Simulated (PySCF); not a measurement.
A side-by-side comparison of computed properties.

First species: CF3C(O)Cl, C2ClF3O.
Z-matrix (Å and degrees, PBE0-D3(BJ)/def2-SVP geometry), rows numbered from 1:
```
O 
C   1  1.1790
Cl  2  1.7491  1  124.54
C   2  1.5463  1  123.80  3  -178.96
F   4  1.3248  2  110.53  1  -127.29
F   4  1.3271  2  109.47  1   112.88
F   4  1.3191  2  109.60  1    -6.85
```

Second species: H8OSi3.
SMILES: `O[SiH]([SiH3])[SiH3]`

Levels: CAM-B3LYP/def2-SVPD for dipole moment, HOMO energy, LUMO energy, HOMO–LUMO gap, static isotropic polarisability and electronic spatial extent ⟨r²⟩ about the centre of nuclear charge; TDDFT CAM-B3LYP/def2-SVPD for lowest singlet excitation; TDA CAM-B3LYP/def2-SVPD for lowest triplet excitation (Tamm–Dancoff); ΔSCF CAM-B3LYP/def2-SVPD for vertical ionisation energy; PBE0-D3(BJ)/def2-SVP for rotational constant A and rotational constant C. Geometries: PBE0-D3(BJ)/def2-SVP. Each species is one conformer at its optimised geometry, gas phase, non-relativistic unless stated; the electronic structure was computed with PySCF and density fitting.

The conformers computed, where there is a choice (atom-mapped SMILES and torsion angles):
- `[O:1]=[C:2]([Cl:3])[C:4]([F:5])([F:6])[F:7]`: O1–C2–C4–F5 -127°
- `[OH:1][SiH:2]([SiH3:3])[SiH3:4]`: H–O1–Si2–Si3 -178°

```
                                                         property   column X   column Y
                                                    dipole moment     1.19 D     0.93 D
                                                      HOMO energy   -8.93 eV  -11.14 eV
                                                      LUMO energy    0.18 eV   -1.27 eV
                                                    HOMO–LUMO gap    9.11 eV    9.87 eV
                                        lowest singlet excitation    5.80 eV    4.91 eV
                         lowest triplet excitation (Tamm–Dancoff)    5.18 eV    4.34 eV
                                  static isotropic polarisability    94.3 au    44.2 au
                                       vertical ionisation energy    9.63 eV   12.20 eV
electronic spatial extent ⟨r²⟩ about the centre of nuclear charge  896 bohr²  767 bohr²
                                            rotational constant A  3.795 GHz  3.375 GHz
                                            rotational constant C  1.416 GHz  1.480 GHz
```

Problem. Which column belongs to which species?

Solution. Column X is the second species and column Y the first. The first has 7 atoms and 64 electrons, the second 12 and 58.

Problem. How does each property change from the first species to the second?

Solution. dipole moment +0.26 D; HOMO energy +2.21 eV; LUMO energy +1.45 eV; HOMO–LUMO gap -0.76 eV; lowest singlet excitation +0.89 eV; lowest triplet excitation (Tamm–Dancoff) +0.84 eV; static isotropic polarisability +50.1 au; vertical ionisation energy -2.57 eV; electronic spatial extent ⟨r²⟩ about the centre of nuclear charge +129 bohr²; rotational constant A +0.420 GHz; rotational constant C -0.064 GHz.

On the first: The polarisability is 6.56 Å³ as a volume (1 au = 0.148185 Å³), or 0.69 au for each of the 64 electrons. The 10 singlets span 4.91 to 9.70 eV, and their oscillator strengths add up to 0.42.

On the second: The 10 singlets span 5.80 to 7.99 eV, and their oscillator strengths add up to 0.89. The principal polarisabilities are 81.2, 89.6 and 112.3 au; their mean is the isotropic value.
